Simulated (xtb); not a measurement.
xtb input:

```bash
xtb mol.xyz --gfn 2 --ohess tight --chrg 0 --uhf 0
```
mol.xyz:
```
10

C      1.87342385    -0.00148479    -1.03360667
Ga     0.00561686     0.10448636    -0.36754377
C     -1.75683962     0.37616473    -1.16067152
Cl    -0.06809208    -0.32391489     1.83452333
H      1.91347514     0.22374745    -2.12685729
H      2.47371050     0.79851334    -0.54486346
H      2.31629269    -0.97322179    -0.83073160
H     -2.31647341    -0.53700456    -1.09826457
H     -2.21251667     1.16139623    -0.59228760
H     -1.68291686     0.63838439    -2.20415895
```

Problem. Which total energy does the run end on?

Solution. -13.12706 Eh (GFN2-xTB).
